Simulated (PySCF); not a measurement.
Bonds (- single, = double, # triple, : aromatic): O1=S2, S2=O3, S2-O4, S2-C5, C5-C6, C6-C7, C7-O8, O8-B9, B9-O10, O10-C5. O4 carries H11; C5 carries H12; C6 carries H13, H14; C7 carries H15, H16; B9 carries H17. Stereochemistry as in O=S(=O)(O)[C@H]1CCOBO1. H13, H16 are cis to S2 on the ring; H14, H15 are trans to S2 on the ring.

Theoretical values (PySCF 2.14): shielding tensors at PBE/pcSseg-1 (GIAO), geometry from PBE0-D3(BJ)/def2-SVP. Gas phase, one conformer, relativity neglected.

Question: Predict the 2D correlation tables (HSQC, COSY, HMBC).

Answer: 

HSQC (one-bond C–H):
```csv
δH,δC
4.69 (H12),91.6 (C5)
4.20 (H16),64.3 (C7)
4.13 (H15),64.3 (C7)
2.23 (H14),31.1 (C6)
2.12 (H13),31.1 (C6)
```

COSY cross peaks (H two or three bonds apart, from the bond graph; peaks can be absent where the dihedral angle is near 90°):
```csv
δH,δH
4.69 (H12),2.23 (H14)
4.69 (H12),2.12 (H13)
4.20 (H16),4.13 (H15)
4.20 (H16),2.23 (H14)
4.20 (H16),2.12 (H13)
4.13 (H15),2.23 (H14)
4.13 (H15),2.12 (H13)
2.23 (H14),2.12 (H13)
```

HMBC (two and three bonds, from the bond graph):
```csv
δH,δC
4.69 (H12),"64.3 (C7), 31.1 (C6)"
4.24 (H17),"91.6 (C5), 64.3 (C7)"
4.20 (H16),"91.6 (C5), 31.1 (C6)"
4.13 (H15),"91.6 (C5), 31.1 (C6)"
2.23 (H14),"91.6 (C5), 64.3 (C7)"
2.12 (H13),"91.6 (C5), 64.3 (C7)"
```

Chemical shifts δ = σref − σ; ¹H (σ = 31.20 ppm), ¹³C (σ = 180.03 ppm) vs TMS, all at this level.

Short H···H contacts in this conformer between protons four or more bonds apart (candidates for NOE cross peaks, intensity ∝ r⁻⁶): H12···H15 2.72 Å.

Exchangeable OH/NH protons stand at their gas-phase positions; hydrogen bonding in a real sample shifts them, mostly to higher δ. Hydrogens on boron are broadened and split by ¹¹B (spin 3/2, 80 %) and 10B (spin 3). Shifts are as computed. Against solution values, carbons near 30 ppm lie about +2 ppm off and those near 130 ppm about +2 ppm. Of 1211 compounds with measured shifts, 218 miss one by over three times the rms of a fit or turn the order of signals round; such compounds aren't used in these exercises.
